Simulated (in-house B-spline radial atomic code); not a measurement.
Checks on a self-consistent run for Er LXVI (Er65+), [He] 2s1. Computed with an all-electron radial atomic-structure program (B-spline basis): Dirac-Hartree-Fock, average of configuration, Fermi nucleus of rms radius 5.2516 fm.

| orbital | q | ε (Eh) | <1/r> | <r²> | small-component weight |
| --- | --- | --- | --- | --- | --- |
| 1s1/2 | 2 | -2412.73499 | 77.8236 | 0.000560964 | 0.065198 |
| 2s1/2 | 1 | -599.04383 | 19.7331 | 0.00788431 | 0.016021 |

Electron-electron repulsion V_ee = 76.6672 hartree.

(1) What total energy follows from the eigenvalues?

(2) Does the Dirac virial theorem hold?

(3) What diamagnetic shielding (Lamb formula) and susceptibility (Langevin formula) do the radii give?

Results:

(1) The eigenvalues count the repulsion twice, so E = Σqε - V_ee = -5424.514 - 76.667 = -5501.181 hartree; the run printed -5501.181.

(2) For a point nucleus E = -2c²Σq·w, with w the small-component weight. Here Σq·w = 0.14642 and c = 137.0360, so the ratio E/(-2c²Σq·w) is 1.000384; the finite nucleus accounts for the departure from 1.

(3) σ = (α²/3)Σq<1/r> = 175.38/(3·137.036²) = 3113.1 ppm, and χ = -0.79199×10⁻⁶·Σq<r²> = -0.007133×10⁻⁶ cm³/mol with Σq<r²> = 0.0090062 bohr². Both are non-relativistic formulas without the paramagnetism of open shells; for so heavy an element the full relativistic shielding is larger by tens of per cent.
